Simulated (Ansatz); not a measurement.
Born–Oppenheimer molecular dynamics of a periodic cell of 36 atoms, H$_{6}$C$_{2}$O (contents 4 CH3CH2OH, density as packed 0.79 g/cm³ with natural masses). It goes on from the last frame of an earlier run, with new velocities.

Level of theory: DFT PBE-D3(BJ), scalar-relativistic, plane waves, PAW in Ansatz. Settings: accuracy low, cutoff 420 eV, k mesh 1x1x1, fermi-dirac smearing 0.05 eV, no spin polarisation.

```json
{
 "ensemble": "NVE (velocity Verlet)",
 "time step": "0.75 fs",
 "steps asked": "370",
 "starting velocities drawn for": "350 K",
 "seed": "81424"
}
```

Frames 3.75 fs apart, positions in Å, forces in eV/Å.

Velocities at 52.5 fs (Å/ps):

```
C -8.75 0.51 -3.56
C 3.02 5.07 2.55
O 4.25 -8.70 4.85
H -24.12 9.70 21.31
H 13.59 29.41 -21.45
H -24.50 -22.38 -30.96
H 2.33 18.43 24.93
H 12.28 29.29 8.09
H 0.66 11.29 -20.12
C 0.47 -1.69 -1.38
C -0.95 -5.48 -4.40
O -2.83 0.24 -2.12
H -9.31 0.59 0.76
H -19.28 -1.68 -3.70
H 3.88 -23.92 -12.44
H -12.90 -2.25 5.46
H 7.12 19.10 17.75
H 20.26 -2.05 1.13
C -1.32 -3.12 4.85
C 2.34 -4.14 0.91
O 2.00 -3.72 1.21
H -29.23 -1.38 11.28
H 26.63 41.40 5.43
H 17.44 -13.78 13.43
H 0.36 19.30 -18.40
H 3.12 13.60 7.67
H -9.77 13.75 7.95
C -0.86 1.71 -3.64
C 7.99 6.52 -3.14
O -4.01 4.03 0.38
H 1.74 15.23 24.84
H -27.45 -52.01 -12.14
H 23.74 7.33 17.53
H 13.00 5.68 -16.58
H -0.70 17.88 1.52
H -2.74 4.40 -8.70
```

```xyz
36
Lattice="7.2936 0.0000 0.0000 0.0000 7.2936 0.0000 0.0000 0.0000 7.2936" Properties=species:S:1:pos:R:3:forces:R:3 time_fs=52.5 energy_less_start_eV=0.074 T=334
C 6.648 1.450 2.419 0.50 0.13 0.68
C 5.266 0.821 2.575 1.22 0.34 0.75
O 4.789 1.221 3.845 0.64 0.46 0.53
H 3.879 0.971 4.011 -0.96 -0.28 -0.19
H 4.607 1.181 1.814 -0.68 0.31 -0.97
H 5.372 -0.256 2.510 -0.17 -0.79 -0.08
H 7.041 1.303 1.397 -0.09 0.25 0.17
H 6.537 2.521 2.680 0.15 -0.17 -0.56
H 7.427 1.073 3.154 -0.97 -0.06 -0.73
C 5.662 5.226 4.738 -0.09 0.08 -1.98
C 4.918 5.997 5.810 1.15 0.35 -1.83
O 5.875 6.342 6.822 0.13 -0.66 -0.22
H 5.373 6.606 7.580 -0.50 0.50 1.13
H 4.621 6.945 5.282 -0.23 -0.67 0.74
H 4.085 5.366 6.101 -0.37 0.09 0.75
H 5.088 5.290 3.765 0.02 -0.33 0.89
H 6.556 5.782 4.429 0.37 -0.03 0.39
H 5.925 4.158 4.870 -0.23 0.38 0.45
C 1.382 2.838 5.048 1.13 0.84 0.31
C 1.247 1.448 5.665 -0.48 1.42 0.58
O 1.800 0.432 4.777 -0.26 1.38 0.37
H 1.994 -0.212 5.438 0.50 -1.66 0.41
H 1.724 1.472 6.724 -0.23 -0.32 -1.54
H 0.161 1.286 5.855 0.29 -0.38 -0.17
H 1.187 3.620 5.821 0.10 -0.55 -0.21
H 2.436 3.010 4.676 -0.71 -0.17 0.29
H 0.708 3.101 4.224 -0.03 -0.52 -0.06
C 3.023 3.965 1.192 0.69 -1.73 -0.11
C 2.099 5.110 0.821 -1.25 -0.32 -0.87
O 0.743 4.555 0.628 2.50 -1.39 0.35
H 0.095 5.199 0.410 -1.06 1.65 -0.63
H 1.992 5.909 1.542 0.34 0.20 0.85
H 2.527 5.638 -0.090 -0.65 -0.65 0.38
H 4.001 4.333 1.575 -0.18 0.02 -0.61
H 2.711 3.300 2.052 -0.39 0.78 -0.75
H 3.193 3.218 0.290 -0.19 1.54 1.48
36
Lattice="7.2936 0.0000 0.0000 0.0000 7.2936 0.0000 0.0000 0.0000 7.2936" Properties=species:S:1:pos:R:3:forces:R:3 time_fs=56.2 energy_less_start_eV=0.193 T=307
C 6.618 1.458 2.413 0.47 1.96 0.88
C 5.279 0.839 2.584 -1.48 -0.73 -1.71
O 4.803 1.189 3.867 -1.60 -0.09 0.68
H 3.813 1.006 4.055 1.58 0.10 -0.87
H 4.641 1.290 1.722 0.31 -0.61 1.16
H 5.273 -0.326 2.399 0.14 1.54 0.40
H 7.055 1.378 1.444 0.00 -0.14 -1.28
H 6.586 2.574 2.666 -0.27 -1.15 -0.50
H 7.387 1.098 3.060 0.47 -0.74 0.90
C 5.666 5.221 4.723 1.18 0.79 -0.59
C 4.919 5.977 5.785 0.08 -0.88 -0.13
O 5.863 6.341 6.816 -1.09 0.07 1.41
H 5.333 6.627 7.613 0.68 -0.19 -0.88
H 4.539 6.893 5.316 -0.15 -0.07 0.24
H 4.089 5.295 6.101 0.35 0.61 0.44
H 5.046 5.261 3.829 -0.05 -0.23 -0.38
H 6.584 5.836 4.514 -0.43 -0.54 -0.13
H 5.981 4.181 4.902 -0.30 0.21 0.36
C 1.382 2.832 5.066 -0.21 0.78 -0.86
C 1.256 1.443 5.672 0.47 1.80 0.02
O 1.807 0.422 4.785 0.30 -0.48 2.07
H 1.910 -0.298 5.474 0.07 0.38 -1.44
H 1.803 1.588 6.643 -0.06 -0.92 -0.45
H 0.222 1.209 5.900 -0.52 -0.21 0.07
H 1.191 3.654 5.758 -0.14 -0.32 0.78
H 2.404 3.043 4.718 0.10 -0.31 -0.18
H 0.681 3.110 4.253 0.30 -0.68 -0.07
C 3.025 3.966 1.177 0.70 1.16 0.46
C 2.121 5.126 0.803 -2.07 -1.60 1.07
O 0.736 4.567 0.629 0.26 1.24 -0.91
H 0.070 5.320 0.474 1.15 -1.10 -0.04
H 1.912 5.796 1.611 0.78 0.89 0.83
H 2.576 5.641 -0.026 -0.31 0.41 -0.91
H 4.026 4.349 1.474 -0.27 -0.07 -0.21
H 2.680 3.400 2.026 -0.50 -0.32 0.43
H 3.172 3.315 0.338 0.07 -0.58 -0.66
36
Lattice="7.2936 0.0000 0.0000 0.0000 7.2936 0.0000 0.0000 0.0000 7.2936" Properties=species:S:1:pos:R:3:forces:R:3 time_fs=60.0 energy_less_start_eV=0.134 T=320
C 6.596 1.482 2.414 2.79 -1.47 -1.23
C 5.277 0.851 2.576 -1.50 0.56 -0.88
O 4.807 1.157 3.893 1.91 0.34 -0.39
H 3.881 1.044 4.001 -1.95 -0.41 -0.13
H 4.694 1.333 1.754 -0.61 -0.04 0.55
H 5.192 -0.231 2.336 0.48 -0.04 0.39
H 7.053 1.436 1.370 -0.82 -0.34 0.78
H 6.602 2.519 2.596 -0.43 1.56 0.50
H 7.379 1.042 3.052 -0.15 -0.04 0.12
C 5.681 5.224 4.700 0.02 0.45 0.42
C 4.922 5.949 5.759 -0.25 -0.61 1.47
O 5.844 6.340 6.818 0.38 -0.48 -0.66
H 5.350 6.639 7.576 -0.56 0.37 0.59
H 4.434 6.833 5.381 -0.03 0.48 -0.33
H 4.128 5.292 6.162 0.15 -0.01 0.14
H 5.001 5.199 3.854 0.31 -0.15 -0.67
H 6.574 5.832 4.578 0.33 0.11 -0.86
H 6.000 4.226 4.982 -0.13 -0.35 0.15
C 1.380 2.835 5.075 -0.77 0.30 -0.50
C 1.266 1.455 5.678 -0.69 -0.06 -0.87
O 1.816 0.411 4.807 0.20 0.82 0.00
H 1.842 -0.374 5.366 0.01 -0.30 0.01
H 1.888 1.592 6.524 0.68 -0.68 1.63
H 0.238 1.113 5.950 0.39 0.59 0.01
H 1.179 3.640 5.785 -0.20 -0.31 0.58
H 2.386 3.038 4.738 0.67 -0.16 -0.38
H 0.685 3.035 4.267 -0.09 -0.16 -0.51
C 3.033 3.976 1.169 -0.64 0.82 0.02
C 2.121 5.126 0.796 -1.94 0.47 2.80
O 0.735 4.586 0.624 1.72 0.19 -0.58
H 0.148 5.350 0.520 -0.28 0.14 -0.30
H 1.937 5.790 1.766 1.05 -0.58 -1.89
H 2.571 5.680 -0.052 -0.72 0.09 0.08
H 4.027 4.361 1.349 0.48 0.16 0.53
H 2.594 3.473 2.034 0.31 -0.32 -0.01
H 3.156 3.346 0.311 -0.13 -0.95 -0.56
36
Lattice="7.2936 0.0000 0.0000 0.0000 7.2936 0.0000 0.0000 0.0000 7.2936" Properties=species:S:1:pos:R:3:forces:R:3 time_fs=63.8 energy_less_start_eV=0.040 T=341
C 6.602 1.496 2.405 1.61 -0.23 0.12
C 5.261 0.869 2.561 -0.08 1.75 1.04
O 4.820 1.127 3.916 -1.64 -0.14 -0.66
H 3.812 1.044 3.917 1.34 0.00 0.21
H 4.660 1.379 1.845 -1.30 0.67 -0.68
H 5.170 -0.158 2.316 0.37 -1.68 -0.09
H 6.961 1.451 1.365 0.01 -0.37 -0.01
H 6.564 2.597 2.577 -0.07 -0.61 0.35
H 7.360 0.979 3.067 -0.49 0.72 -0.54
C 5.697 5.232 4.682 -0.55 -0.65 0.24
C 4.921 5.915 5.748 -1.08 1.44 1.49
O 5.827 6.335 6.817 0.30 0.11 0.15
H 5.320 6.686 7.577 0.01 -0.11 -0.50
H 4.336 6.816 5.412 0.76 -0.57 -0.10
H 4.183 5.286 6.242 -0.25 -0.68 -0.19
H 5.003 5.119 3.805 0.98 0.03 0.36
H 6.595 5.834 4.537 0.08 0.04 -0.73
H 5.999 4.240 5.077 -0.04 0.21 -0.47
C 1.371 2.841 5.078 0.33 0.01 -0.50
C 1.275 1.467 5.679 1.81 -1.33 1.74
O 1.827 0.406 4.831 0.24 0.51 -1.04
H 1.771 -0.475 5.241 -0.22 0.50 0.26
H 2.019 1.506 6.559 -1.28 -0.14 -0.44
H 0.289 1.087 6.003 -0.01 0.68 0.05
H 1.142 3.583 5.879 -0.02 -0.39 -0.52
H 2.429 3.010 4.718 -0.79 -0.07 0.27
H 0.685 2.938 4.225 0.11 0.28 0.11
C 3.036 3.995 1.159 -0.16 -1.27 -1.89
C 2.100 5.129 0.817 -0.35 -0.11 -0.51
O 0.748 4.607 0.614 1.31 0.33 -0.01
H 0.194 5.397 0.528 -0.56 0.06 -0.31
H 2.086 5.736 1.716 -0.07 0.85 0.19
H 2.478 5.731 -0.075 -0.53 -0.47 0.78
H 4.068 4.384 1.286 -0.43 -0.26 0.51
H 2.548 3.505 2.043 0.97 -0.07 -0.56
H 3.126 3.270 0.225 -0.31 0.96 1.86
36
Lattice="7.2936 0.0000 0.0000 0.0000 7.2936 0.0000 0.0000 0.0000 7.2936" Properties=species:S:1:pos:R:3:forces:R:3 time_fs=67.5 energy_less_start_eV=-0.047 T=360
C 6.624 1.508 2.396 -1.94 1.28 -0.33
C 5.241 0.904 2.553 -1.04 -0.05 -0.14
O 4.824 1.096 3.934 -0.38 -0.09 -1.12
H 3.850 1.036 3.865 0.01 -0.08 0.64
H 4.495 1.480 1.883 0.88 -0.91 0.59
H 5.197 -0.240 2.296 0.16 1.53 0.23
H 6.869 1.418 1.353 0.66 -0.10 -0.71
H 6.519 2.625 2.605 0.43 -1.26 -0.01
H 7.299 0.991 3.033 1.01 -0.24 0.61
C 5.708 5.234 4.667 0.75 -0.10 0.86
C 4.910 5.895 5.754 -0.56 0.08 1.42
O 5.813 6.331 6.817 0.29 0.30 0.17
H 5.279 6.726 7.537 0.13 -0.13 -0.40
H 4.321 6.746 5.424 0.02 0.31 -0.27
H 4.217 5.205 6.291 0.13 -0.12 -0.81
H 5.113 5.041 3.781 -0.21 0.00 -0.31
H 6.621 5.836 4.407 -0.72 -0.41 0.13
H 5.997 4.271 5.114 0.40 -0.06 -0.51
C 1.364 2.845 5.075 -0.03 -1.57 -0.34
C 1.301 1.466 5.697 1.61 -1.52 1.14
O 1.840 0.405 4.846 0.05 -0.18 -1.17
H 1.675 -0.517 5.155 -0.18 1.12 0.19
H 2.012 1.404 6.566 -0.65 0.58 -0.07
H 0.333 1.144 6.063 -0.68 0.18 -0.03
H 1.100 3.488 5.919 -0.09 0.59 -0.38
H 2.396 2.978 4.724 0.07 0.42 0.11
H 0.697 2.875 4.194 0.07 0.43 0.48
C 3.037 4.003 1.132 -0.02 0.52 -0.32
C 2.074 5.131 0.834 0.56 -0.18 -0.17
O 0.770 4.631 0.604 -1.11 1.37 0.51
H 0.172 5.444 0.496 0.55 -1.46 -0.12
H 2.236 5.784 1.683 -0.82 0.68 0.77
H 2.327 5.735 -0.021 0.68 0.33 -0.78
H 4.065 4.380 1.289 -0.33 -0.15 0.21
H 2.615 3.519 2.000 0.23 -0.41 0.66
H 3.061 3.286 0.337 0.09 -0.67 -0.73
36
Lattice="7.2936 0.0000 0.0000 0.0000 7.2936 0.0000 0.0000 0.0000 7.2936" Properties=species:S:1:pos:R:3:forces:R:3 time_fs=71.2 energy_less_start_eV=0.117 T=324
C 6.628 1.527 2.382 -1.21 -2.33 -1.41
C 5.212 0.940 2.546 0.30 -0.41 0.82
O 4.825 1.065 3.943 0.56 0.15 -0.76
H 3.870 1.017 3.891 -0.90 -0.13 0.60
H 4.418 1.484 1.974 0.69 -0.38 -0.24
H 5.243 -0.165 2.300 -0.25 0.68 -0.14
H 6.854 1.376 1.282 0.35 0.40 1.05
H 6.524 2.535 2.640 0.37 1.89 0.23
H 7.335 0.993 3.047 -0.13 0.19 -0.38
C 5.725 5.234 4.660 -0.34 -0.46 0.33
C 4.892 5.876 5.774 0.63 -0.54 -0.20
O 5.801 6.329 6.817 0.41 -0.24 -0.58
H 5.242 6.761 7.460 -0.28 0.40 0.61
H 4.313 6.709 5.404 -0.30 0.36 -0.04
H 4.258 5.103 6.244 -0.16 0.12 -0.39
H 5.206 4.965 3.733 -0.67 0.09 0.21
H 6.574 5.800 4.287 0.33 0.47 0.41
H 6.047 4.291 5.088 0.61 -0.42 -0.12
C 1.358 2.834 5.071 0.35 -1.76 1.05
C 1.341 1.448 5.725 -1.53 -0.65 -0.78
O 1.854 0.405 4.851 0.22 1.35 -0.96
H 1.544 -0.455 5.103 -0.49 -0.78 0.50
H 1.938 1.369 6.588 1.11 0.54 1.45
H 0.308 1.229 6.111 0.34 -0.15 -0.66
H 1.048 3.461 5.907 0.01 0.71 -0.29
H 2.372 2.999 4.743 0.66 0.61 -0.10
H 0.710 2.866 4.213 -0.51 0.18 -0.27
C 3.036 4.015 1.101 -1.01 -0.47 0.95
C 2.055 5.134 0.849 1.72 2.51 0.35
O 0.786 4.662 0.598 -0.18 -2.25 1.31
H 0.180 5.359 0.439 -1.34 1.47 -0.50
H 2.276 5.908 1.734 -1.20 -1.24 -1.00
H 2.255 5.765 -0.039 0.98 -0.12 0.00
H 4.031 4.359 1.319 0.68 0.30 -0.24
H 2.720 3.491 2.021 -0.10 0.17 0.10
H 3.003 3.226 0.372 0.26 -0.27 -0.91
```

Of the whole run (278 fs, mean temperature of the second half 352 K): The conserved energy stayed within 0.27 meV per atom of its start (net change 0.14 meV per atom), so the integration is sound. A run of 0.28 ps of so small a system gives no equilibrium averages. Limits of this set-up: coarse k mesh, low accuracy level.

The run took 12 min on 1 thread of Arm Neoverse V1, with other jobs on the host, peak memory 0.41 GiB.
